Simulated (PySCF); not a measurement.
C₄H₄F₂.

```xyz
10

F     -1.7352    -0.2473    -0.8774
C     -0.6911     0.3688    -0.2175
C     -0.6361     0.2318     1.2875
C      0.6361    -0.2318     1.2875
C      0.6911    -0.3688    -0.2175
F      1.7352     0.2473    -0.8774
H     -0.5900     1.4104    -0.5959
H     -1.3767     0.4469     2.0723
H      1.3767    -0.4469     2.0723
H      0.5900    -1.4104    -0.5959
```

Geometry optimised at PBE-D3(BJ)/def2-SVP.

These are PBE/pcSseg-1 in PySCF values and carry that method's errors. Non-relativistic, no solvent.

Q: Give the absolute GIAO shielding of each atom: isotropic value and principal components (ppm). (Estimate from the structure and the level; the computed values follow.)

A: 
| atom | σ(iso) | σ11 | σ22 | σ33 | span |
|---|---|---|---|---|---|
| F1 | 335.5 | 284.2 | 344.4 | 377.9 | 93.7 |
| C2 | 81.0 | 54.5 | 66.1 | 122.6 | 68.1 |
| C3 | 33.0 | -79.8 | 31.6 | 147.0 | 226.8 |
| C4 | 33.0 | -79.8 | 31.6 | 147.0 | 226.8 |
| C5 | 81.0 | 54.5 | 66.1 | 122.6 | 68.1 |
| F6 | 335.5 | 284.2 | 344.4 | 377.9 | 93.7 |
| H7 | 25.7 | 22.5 | 25.6 | 29.1 | 6.7 |
| H8 | 24.5 | 23.0 | 24.7 | 25.8 | 2.8 |
| H9 | 24.5 | 23.0 | 24.7 | 25.8 | 2.8 |
| H10 | 25.7 | 22.5 | 25.6 | 29.1 | 6.7 |
